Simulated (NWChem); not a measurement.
Species: C₂H₆AlF; SMILES [CH3][Al]([CH3])[F]

Program: NWChem. Pople sets run with spherical d functions. Coordinates come from a B3LYP/6-31G* (spherical d) optimisation. Level BLYP/6-31G*: single points from the atomic guess with DIIS by default; each run changes one setting, and all converged runs end within 0.3 mHa of each other. cgmin counts macro-iterations, each dearer than a DIIS step.

Problem. Which setting needs the most SCF iterations, or fails (core-Hamiltonian guess; occupation smearing of 0.005 Ha; no DIIS, 40 % damping; defaults; quadratically convergent solver (cgmin))?

Solution. no DIIS, 40 % damping, with 91 against 8 for the defaults.
```
setting                                  SCF iterations
---------------------------------------  --------------
defaults                                              8
occupation smearing of 0.005 Ha                       8
quadratically convergent solver (cgmin)               6
core-Hamiltonian guess                               12
no DIIS, 40 % damping                                91
```
